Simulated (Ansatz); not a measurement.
CH₅BO₂Si, SMILES `B[SiH](O)C=O`, relaxed with RKS PBE0-D4/def2-TZVP in Ansatz from a PBE-D4/def2-SVP geometry. The force threshold is 0.005 eV/Å; the program also tests the step.

Total charge 0; spin multiplicity 1.

Start:

```xyz
10

B    -0.740   -0.615   -1.626
Si    0.571   -0.142   -0.202
O     1.067   -1.352    0.852
C    -0.247    1.108    1.079
O    -0.204    0.767    2.251
H    -1.226   -1.723   -1.745
H    -1.112    0.262   -2.385
H     1.732    0.641   -0.781
H     0.868   -1.046    1.767
H    -0.710    2.100    0.790
```

| step | energy (eV) | largest force (eV/Å) | largest move (Å) |
| --- | --- | --- | --- |
| 1 | -13758.4950 | 1.064 | 0.000 |
| 2 | -13758.5522 | 0.696 | 0.037 |
| 3 (rejected) | -13758.5469 | 0.523 | 0.046 |
| 4 | -13758.5661 | 0.205 | 0.023 |
| 5 | -13758.5708 | 0.108 | 0.087 |
| 6 | -13758.5716 | 0.128 | 0.035 |
| 7 | -13758.5734 | 0.075 | 0.011 |
| 8 | -13758.5739 | 0.050 | 0.017 |
| 9 | -13758.5741 | 0.023 | 0.021 |
| 10 | -13758.5742 | 0.029 | 0.008 |
| 11 (rejected) | -13758.5741 | 0.040 | 0.010 |
| 12 | -13758.5743 | 0.012 | 0.005 |
| 13 | -13758.5743 | 0.004 | 0.009 |

End:

```xyz
10

B    -0.746   -0.613   -1.607
Si    0.534   -0.131   -0.149
O     1.017   -1.361    0.825
C    -0.238    1.147    1.077
O    -0.243    0.870    2.253
H    -1.059   -1.736   -1.860
H    -1.220    0.266   -2.267
H     1.689    0.586   -0.775
H     0.923   -1.152    1.762
H    -0.656    2.123    0.741
```

It took 26 s on 4 threads of an Intel Xeon Platinum 8488C on a shared host, with 0.48 GiB of host memory at the peak.
